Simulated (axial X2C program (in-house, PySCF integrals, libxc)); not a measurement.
InS⁻: cheaper levels and CCSD(T), with spin–orbit coupling

All values were computed with an in-house all-electron X2C program for linear molecules (integrals from PySCF). Two-component (2c) means X2C with spin–orbit coupling and atomic mean-field two-electron Coulomb and Gaunt terms. Basis: In dyall-acv3z [12s13p10d5f1g], S dyall-av3z [9s8p3d2f] (cores contracted in-house); Gaussian nuclei, density fitting, unrestricted open shells. Masses: In 114.904 u, S 31.972 u.

State: Ω = 0 (closed shell); fragments In + S-.

```json
{"level": "PBE0", "Re (Å)": "2.320", "ωe (cm⁻¹)": "390.2", "De (eV)": "n/a"}
{"level": "HF", "Re (Å)": "2.319", "ωe (cm⁻¹)": "408.3", "De (eV)": "n/a"}
{"level": "MP2", "Re (Å)": "2.350", "ωe (cm⁻¹)": "383.9", "De (eV)": "3.77"}
{"level": "CCSD", "Re (Å)": "2.343", "ωe (cm⁻¹)": "389.0", "De (eV)": "3.41"}
{"level": "TPSS", "Re (Å)": "2.342", "ωe (cm⁻¹)": "370.4", "De (eV)": "n/a"}
```

Correlated methods: 10 electrons correlated (number of frozen shells: In 4 s, 3 p, 2 d; S 2 s, 1 p), 290 virtual spin orbitals or spinors in MP2, 90 natural virtuals in coupled cluster.

CCSD(T), same Hamiltonian and basis:

Re = 2.356 Å, ωe = 378.0 cm⁻¹, De = 3.59 eV; T1 = 0.021 (Lee–Taylor normalisation).

Task: Give the differences from CCSD(T) in the columns below.

Result: 

```json
{"level": "PBE0", "ΔRe (Å)": "-0.036", "Δωe (cm⁻¹)": "12", "ΔDe (eV)": "n/a"}
{"level": "HF", "ΔRe (Å)": "-0.037", "Δωe (cm⁻¹)": "30", "ΔDe (eV)": "n/a"}
{"level": "MP2", "ΔRe (Å)": "-0.006", "Δωe (cm⁻¹)": "6", "ΔDe (eV)": "0.18"}
{"level": "CCSD", "ΔRe (Å)": "-0.013", "Δωe (cm⁻¹)": "11", "ΔDe (eV)": "-0.18"}
{"level": "TPSS", "ΔRe (Å)": "-0.014", "Δωe (cm⁻¹)": "-8", "ΔDe (eV)": "n/a"}
```

The state is one determinant whose occupation by symmetry is held fixed; it was picked as the lowest of a PBE0 search that is not exhaustive. The closed shell is kept restricted, so the energy runs too high when the bond is stretched far. De is counted from the lowest determinant-based energies of the atoms at the same level, without counterpoise correction. De is not given where an atomic determinant may have missed its ground term or J level, or where the truncated virtual space spoils (T). CCSD and (T) use frozen natural virtuals with an MP2 correction for the truncation; (T) itself is uncorrected, so its De runs slightly low. Without a current term, density functionals place determinants with orbital angular momentum somewhat too high. The highest occupied level of some functionals is positive through self-interaction error; at Hartree–Fock it is bound. With the outer-core shells frozen, correlated bond lengths of heavy atoms tend to come out a few hundredths of an ångström too long.
